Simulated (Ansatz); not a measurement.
Input and output for `[O]=[Ta]([Cl])([Cl])[Cl]`.

```yaml
crystal:
  periodic: [false, false, false]
  atoms:
    - {symbol: O, position_ang: [-0.851452, 0.089789, 1.537786]}
    - {symbol: Ta, position_ang: [-0.025048, -0.010517, 0.054626]}
    - {symbol: Cl, position_ang: [1.630251, -1.562077, 0.293886]}
    - {symbol: Cl, position_ang: [-1.535871, -0.646154, -1.532189]}
    - {symbol: Cl, position_ang: [0.832019, 2.055258, -0.395508]}
basis:
  gaussian: {orbitals: def2-SVP, fitting: {mean_field: def2-universal-jkfit}}
hamiltonian: {xc: {name: r2SCAN50}}
scf: {lower_state_search: off}
```

```sh
$ ansatz run in.yaml --threads 4 --pin off --events-out ev --progress --plain --max-ram 10444MiB
```

Shortened log:

```
Functional definition: r2SCAN50
688 factors; integrals over basis functions are off by at most 9.0e-2 eV
mean field evaluation 1: about -41145.7152 eV, gradient 6.2e1 eV
mean field evaluation 2: about -41077.5606 eV, gradient 1.9e2 eV
mean field evaluation 4: about -41153.6827 eV, gradient 3.7e0 eV
mean field evaluation 8: about -41153.7071 eV, gradient 5.4e-2 eV
mean field evaluation 16: about -41153.7071 eV, gradient 6.2e-6 eV
mean field -41153.70709163 eV, -1512.3708406329 hartree, gradient 6.4e-6 eV, S^2 0.000000; 0 other end points of the search recorded, 0 dependent functions left out
reference -41153.70710314 eV, -1512.3708410560 hartree; 36, 36 occupied and 64, 64 virtual orbitals, 688 factors
Total energy: -41153.70710314 eV, -1512.3708410560 hartree
Checks for a lower state left out: stability, starts, cluster_reference, orbital_swaps, neighbouring_geometries, increment
```

Run time 1.4 s (4 threads of an Arm Neoverse V2 on a shared host); peak host memory 0.43 GiB.
